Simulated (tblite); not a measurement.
`C(C#N)/P=C(/[SiH3])C=C`. The geometry is computed with GFN2-xTB (gas phase).

```
atom  x, y, z in Å
C1    -1.2966   -1.3374   -0.4405
C2    -0.5344   -0.3269   -0.8347
C3    -0.1502    0.7997   -0.0016
Si4   -0.7501    2.5023   -0.5817
P5     0.8057    0.7438    1.3835
C6     1.3170   -1.0890    1.4954
C7     1.8905   -1.5206    0.2595
N8     2.3685   -1.8280   -0.7340
H9    -1.5926   -2.1216   -1.1151
H10   -1.6733   -1.4028    0.5685
H11   -0.2115   -0.2667   -1.8676
H12   -2.2151    2.4883   -0.6171
H13   -0.2334    2.7415   -1.9313
H14   -0.2517    3.5009    0.3620
H15    2.0660   -1.1699    2.2893
H16    0.4537   -1.7045    1.7539
```

(1) Which two atoms are farthest apart?

(2) Give the dihedral angles C3–P5–C6–H15, C3–P5–C6–H16, H9–C1–C2–H11.

(3) Work out the bond lengths C1–H9, C1–H10, C2–C3, C2–H11, C3=P5, Si4–H14, C7≡N8 in Å.

(4) Where is the centre of mass (commonest isotopes), and what is the radius of gyration?

(5) What are the angles H9–C1–H10, C2–C3–Si4, C3–Si4–H14, C3–Si4–H12, C3–Si4–H13, H12–Si4–H13, P5–C6–H16, H15–C6–H16?

(6) How far are the heavy atoms from their best plane (unweighted least squares)?

(7) Write the matrix of distances between heavy atoms (Å, lower triangle).

Answers

(1) H12···H15, 6.34 Å; the next longest distance is 6.30 Å.

(2) C3–P5–C6–H15 172° (antiperiplanar); C3–P5–C6–H16 -70° (synclinal); H9–C1–C2–H11 1° (synperiplanar). Dihedral signs follow IUPAC: positive where, seen along the central bond, the front bond turns clockwise onto the rear one.

(3) For C1–H9 the difference vector is (-0.2960, -0.7842, -0.6747) Å, of length 1.0760 Å. C1–H9 1.076; C1–H10 1.079; C2–C3 1.453; C2–H11 1.084; C3=P5 1.684; Si4–H14 1.462; C7≡N8 1.145 Å.

(4) Mass 141.016 u; centre at (0.342, 0.197, 0.152) Å; Rg = √(Σ m r²/M) = 2.184 Å. As Ia + Ib + Ic = 2 Σ m r², the three principal moments sum to 1345.4 u·Å².

(5) From the scalar product of the two bond vectors; for H9–C1–H10 it is -0.5179 Å² over 1.0760 × 1.0789 Å², cos θ = -0.4461. H9–C1–H10 116.5°; C2–C3–Si4 115.9°; C3–Si4–H14 107.9°; C3–Si4–H12 108.4°; C3–Si4–H13 108.5°; H12–Si4–H13 109.4°; P5–C6–H16 110.1°; H15–C6–H16 109.1°.

(6) 0.694 Å rms; C1 0.91, C2 0.14, C3 0.07, Si4 0.74, P5 0.50, C6 0.90, C7 0.22, N8 1.15 Å (magnitudes).

(7) 
```
C1    0.000
C2    1.326  0.000
C3    2.465  1.453  0.000
Si4   3.881  2.849  1.896  0.000
P5    3.475  2.804  1.684  3.062  0.000
C6    3.262  3.072  2.822  4.635  1.906  0.000
C7    3.268  2.916  3.101  4.885  2.751  1.429  0.000
N8    3.709  3.270  3.713  5.339  3.680  2.573  1.145  0.000
```

Its GFN2-xTB frequencies are all real (lowest 49 cm⁻¹). The numbers are those of one conformer. 3 starts were optimised and ended at 0.00, 0.89 and 4.15 kcal/mol (GFN2-xTB); the lowest of these is shown.
